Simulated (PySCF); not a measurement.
Record of a relaxation.

Compound: C5H7BO.
Numbering: `[CH3:1][O:2][C:3]1=[CH:4][CH:5]=[CH:6][BH:7]1` (hydrogens: H8, H9, H10 on C1; H11 on C4; H12 on C5; H13 on C6; H14 on B7)

Computed by this run: PySCF 2.14.0, BHandHLYP/cc-pVDZ geometry optimisation, gas phase; density fitting, grid level 1; the optimiser is geomeTRIC in internal coordinates, started from a GFN2-xTB structure. 8 of its 9 geometries are shown. The frame can shift and turn from step to step; on so coarse a grid that alone can change the energy by a few meV, and forces under 0.02 eV/Å are noise.

Step 0: E = -8015.8782 eV, largest atomic force 1.002 eV/Å
```
atom  x, y, z in Å  |  force x, y, z in eV/Å
C1     -2.429   -0.233    0.120    0.170  -0.080  -0.048
O2     -1.314   -0.990   -0.285    0.512   0.266   0.079
C3     -0.089   -0.420   -0.138   -0.556  -0.741  -0.267
C4      1.043   -1.055   -0.490   -0.750  -0.060   0.031
C5      2.210   -0.199   -0.219   -0.124   0.524   0.232
C6      1.871    0.993    0.307    0.423   0.247   0.072
B7      0.327    1.023    0.434    0.682  -0.656  -0.331
H8     -3.302   -0.854   -0.073   -0.052   0.024   0.012
H9     -2.511    0.696   -0.452   -0.042   0.042  -0.012
H10    -2.383    0.007    1.187   -0.035   0.020   0.044
H11     1.124   -2.042   -0.910   -0.105  -0.266  -0.105
H12     3.211   -0.539   -0.437    0.257  -0.002  -0.021
H13     2.604    1.739    0.565    0.095   0.179   0.066
H14    -0.361    1.873    0.838   -0.473   0.504   0.247
```

Step 1: E = -8015.9131 eV, largest atomic force 0.201 eV/Å
```
atom  x, y, z in Å  |  force x, y, z in eV/Å
C1     -2.409   -0.043   -0.271   -0.056  -0.011   0.071
O2     -1.319   -0.909   -0.468   -0.074  -0.032   0.005
C3     -0.102   -0.450   -0.140    0.052   0.147   0.067
C4      1.006   -1.198   -0.188    0.059  -0.015  -0.131
C5      2.192   -0.365    0.182    0.126  -0.031  -0.154
C6      1.901    0.915    0.473   -0.096  -0.033   0.052
B7      0.358    1.012    0.378   -0.071   0.003   0.122
H8     -3.300   -0.587   -0.587    0.025   0.001  -0.016
H9     -2.319    0.872   -0.865    0.027  -0.012  -0.015
H10    -2.519    0.230    0.785    0.008   0.003  -0.034
H11     1.068   -2.236   -0.490   -0.002   0.008   0.045
H12     3.194   -0.793    0.178   -0.048  -0.016   0.084
H13     2.639    1.646    0.774    0.008   0.008  -0.008
H14    -0.360    1.915    0.699    0.043  -0.021  -0.088
```

Step 2: E = -8015.9166 eV, largest atomic force 0.217 eV/Å
```
atom  x, y, z in Å  |  force x, y, z in eV/Å
C1     -2.413   -0.048   -0.267    0.010   0.003  -0.013
O2     -1.317   -0.908   -0.458   -0.063  -0.019   0.036
C3     -0.101   -0.437   -0.139    0.030  -0.034  -0.015
C4      1.008   -1.186   -0.205    0.013  -0.050  -0.063
C5      2.201   -0.369    0.173   -0.166   0.092  -0.008
C6      1.898    0.906    0.479    0.184   0.092   0.068
B7      0.357    1.022    0.380    0.009  -0.143   0.034
H8     -3.298   -0.601   -0.580    0.000   0.004  -0.003
H9     -2.324    0.859   -0.874   -0.007   0.009  -0.002
H10    -2.524    0.238    0.785    0.004   0.000   0.001
H11     1.062   -2.226   -0.502   -0.022  -0.004   0.001
H12     3.197   -0.805    0.192   -0.021   0.018   0.005
H13     2.637    1.633    0.787    0.006   0.023   0.014
H14    -0.354    1.932    0.687    0.023   0.009  -0.055
```

Step 3: E = -8015.9181 eV, largest atomic force 0.175 eV/Å
```
atom  x, y, z in Å  |  force x, y, z in eV/Å
C1     -2.414   -0.047   -0.260    0.041   0.032  -0.085
O2     -1.322   -0.913   -0.446    0.073  -0.003   0.070
C3     -0.100   -0.442   -0.141   -0.025  -0.135  -0.088
C4      1.010   -1.186   -0.230   -0.054   0.145   0.082
C5      2.194   -0.362    0.166    0.072  -0.042   0.125
C6      1.901    0.910    0.497   -0.076  -0.076  -0.076
B7      0.361    1.013    0.380    0.005   0.049   0.021
H8     -3.301   -0.602   -0.564   -0.022   0.001   0.010
H9     -2.321    0.848   -0.884   -0.034   0.017   0.015
H10    -2.519    0.257    0.785   -0.002  -0.003   0.027
H11     1.066   -2.227   -0.524    0.012   0.002  -0.033
H12     3.185   -0.804    0.207    0.074  -0.005  -0.074
H13     2.638    1.636    0.815   -0.017  -0.039   0.011
H14    -0.350    1.929    0.658   -0.046   0.057  -0.003
```

Step 5: E = -8015.9212 eV, largest atomic force 0.105 eV/Å
```
atom  x, y, z in Å  |  force x, y, z in eV/Å
C1     -2.410   -0.047   -0.268   -0.020  -0.022   0.028
O2     -1.319   -0.919   -0.434   -0.091   0.052  -0.003
C3     -0.101   -0.444   -0.128   -0.036  -0.058  -0.029
C4      1.008   -1.188   -0.217    0.073   0.043  -0.001
C5      2.195   -0.367    0.175    0.019  -0.028  -0.058
C6      1.896    0.901    0.509    0.008   0.047   0.052
B7      0.356    1.017    0.390    0.025  -0.051   0.033
H8     -3.299   -0.604   -0.562    0.006   0.002  -0.003
H9     -2.322    0.843   -0.900    0.021  -0.009  -0.008
H10    -2.517    0.270    0.776   -0.002   0.002  -0.010
H11     1.065   -2.223   -0.533   -0.011   0.015   0.016
H12     3.195   -0.798    0.173   -0.020   0.011   0.018
H13     2.634    1.625    0.825    0.009   0.014  -0.001
H14    -0.354    1.942    0.654    0.021  -0.019  -0.036
```

Step 6: E = -8015.9224 eV, largest atomic force 0.025 eV/Å
```
atom  x, y, z in Å  |  force x, y, z in eV/Å
C1     -2.411   -0.045   -0.267    0.000  -0.003   0.002
O2     -1.323   -0.920   -0.429   -0.011   0.005   0.008
C3     -0.102   -0.448   -0.128   -0.010  -0.002  -0.011
C4      1.011   -1.187   -0.222    0.014   0.001  -0.010
C5      2.197   -0.366    0.173   -0.007  -0.004  -0.009
C6      1.895    0.900    0.516    0.004   0.007   0.024
B7      0.355    1.011    0.392    0.006  -0.013   0.018
H8     -3.302   -0.601   -0.558    0.002   0.000   0.000
H9     -2.318    0.840   -0.905    0.003   0.000  -0.001
H10    -2.517    0.278    0.775    0.000   0.000  -0.002
H11     1.070   -2.221   -0.537   -0.002   0.001   0.004
H12     3.196   -0.795    0.172   -0.005   0.004  -0.003
H13     2.631    1.626    0.834    0.002   0.004  -0.002
H14    -0.355    1.938    0.644    0.004   0.000  -0.018
```

Step 7: E = -8015.9229 eV, largest atomic force under 0.02 eV/Å
```
atom  x, y, z in Å  |  force x, y, z in eV/Å
C1     -2.411   -0.044   -0.267    0.001   0.000  -0.003
O2     -1.324   -0.923   -0.422    0.010  -0.004   0.002
C3     -0.103   -0.450   -0.125   -0.002   0.008  -0.004
C4      1.012   -1.186   -0.226   -0.004  -0.005  -0.005
C5      2.198   -0.365    0.173   -0.008   0.001   0.004
C6      1.894    0.896    0.529    0.001  -0.003   0.012
B7      0.354    1.008    0.396    0.003   0.000   0.005
H8     -3.303   -0.602   -0.553   -0.001   0.000   0.000
H9     -2.316    0.835   -0.913   -0.001   0.000   0.001
H10    -2.516    0.289    0.772    0.000   0.000   0.001
H11     1.072   -2.218   -0.546    0.001  -0.002   0.001
H12     3.197   -0.793    0.165    0.002   0.002  -0.007
H13     2.629    1.622    0.849    0.000   0.001  -0.003
H14    -0.354    1.940    0.630   -0.002   0.003  -0.005
```

Step 8: E = -8015.9230 eV, largest atomic force under 0.02 eV/Å
```
atom  x, y, z in Å  |  force x, y, z in eV/Å
C1     -2.411   -0.045   -0.267    0.002   0.001   0.000
O2     -1.325   -0.924   -0.419    0.006  -0.002  -0.003
C3     -0.103   -0.450   -0.123   -0.002   0.004   0.002
C4      1.012   -1.185   -0.228   -0.001  -0.003  -0.003
C5      2.197   -0.365    0.174   -0.003   0.000   0.003
C6      1.893    0.893    0.539   -0.002  -0.004   0.006
B7      0.354    1.008    0.399    0.002   0.002  -0.003
H8     -3.303   -0.603   -0.552    0.000  -0.001   0.000
H9     -2.316    0.831   -0.918   -0.001   0.001   0.000
H10    -2.517    0.293    0.769    0.000   0.000   0.001
H11     1.073   -2.216   -0.552    0.001  -0.001   0.001
H12     3.198   -0.790    0.158    0.001   0.001  -0.003
H13     2.628    1.619    0.860    0.000   0.000  -0.002
H14    -0.353    1.944    0.620   -0.002   0.001   0.001
```

**Question.** Summarise the path.

**Answer.** The energy falls by 0.0449 eV from step 0 to step 8; nine tenths of that is first reached at step 4. It falls at every step. The largest force goes from 1.002 to under 0.02 eV/Å. Among the bonds B7–H14 changes most, from 1.166 to 1.194 Å; the atoms move by 0.021 Å rms after alignment.

**Question.** Follow the three bonds and two angles with the largest change from start to end.

**Answer.** 
| step | E above end (eV) | largest force (eV/Å) | B7–H14 (Å) | C4–C5 (Å) | O2–C3 (Å) | C3–B7–C6 (°) | C5–C6–B7 (°) |
| --- | --- | --- | --- | --- | --- | --- | --- |
| 0 | 0.0449 | 1.002 | 1.166 | 1.473 | 1.360 | 102.2 | 107.5 |
| 1 | 0.0099 | 0.201 | 1.197 | 1.495 | 1.341 | 104.3 | 105.2 |
| 2 | 0.0065 | 0.217 | 1.195 | 1.495 | 1.343 | 103.6 | 106.3 |
| 3 | 0.0049 | 0.175 | 1.192 | 1.496 | 1.345 | 104.4 | 105.1 |
| 4 | 0.0022 | 0.079 | 1.194 | 1.496 | 1.344 | 104.3 | 105.5 |
| 5 | 0.0019 | 0.105 | 1.196 | 1.496 | 1.342 | 103.8 | 105.8 |
| 6 | 0.0006 | 0.025 | 1.195 | 1.496 | 1.343 | 104.0 | 105.7 |
| 7 | 0.0001 | under 0.02 | 1.194 | 1.496 | 1.343 | 104.1 | 105.6 |
| 8 | 0.0000 | under 0.02 | 1.194 | 1.496 | 1.343 | 104.1 | 105.6 |

The cost below is that of the whole optimisation. The run took 49 s wall on Intel Xeon at 2.60 GHz, one thread (shared host), and the process peaked at 0.53 GiB of memory.
